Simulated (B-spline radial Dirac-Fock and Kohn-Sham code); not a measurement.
Level of theory: multi-electron Dirac-Fock with separately optimised hole states, Breit and Lamb-shift corrections added in first order; a radial B-spline solver. Free neutral atoms.

Question: Order these X-ray lines by photon energy, lowest first.
A. Ir Lγ5
B. Pr Lγ3
C. Os Lγ3
D. Ta Lβ3
E. Pb Lβ3
F. As Kα1

Answer: B (6613.0 eV), D (9489.9 eV), F (10542.4 eV), A (12127.5 eV), C (12499.7 eV), E (12795.8 eV).

Values without a named source are computed, but for edge energies of neutral atoms, which are taken from tables.
